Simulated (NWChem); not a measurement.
Species: YCl2 cation; SMILES [Cl][Y+][Cl]

Program: NWChem. Medium grid unless said otherwise, to which SCAN and Minnesota functionals are sensitive. The geometry was optimised at PBE-D3(BJ)/def2-SVP. This spin state was assumed; another may lie lower. def2 effective core potentials on Y; no spin-orbit coupling. Hybrids' shares of exact exchange are those that their runs print; pure functionals count as 0. The functionals differ in more than this share.

| row | share of exact exchange | orbital gap (eV) |
|---|---|---|
| PBE/def2-SVP | 0.00 | 3.70 |
| OLYP/def2-SVP | 0.00 | 3.47 |
| B3LYP/def2-SVP | 0.20 | withheld |
| BHandHLYP/def2-SVP | 0.50 | 7.37 |
| M05-2X/def2-SVP | 0.56 | 7.91 |

Problem. Fit a straight line of the last column on the one before it, predict the withheld value, and compare with the run.

Solution. 
1. Means of the 4 shown rows: x = 0.265, y = 5.612. Slope Σ(x − x̄)(y − ȳ)/Σ(x − x̄)² = 2.165/0.2827 = 7.660; intercept 3.583.
2. The shown rows scatter about the line by 0.086 (root mean square); the largest residual is +0.12, at PBE/def2-SVP.
3. At x = 0.20 (B3LYP/def2-SVP; inside the shown range) the line gives 5.12.
4. The run gives 5.09, -0.03 from the line, 0.3 times the scatter.
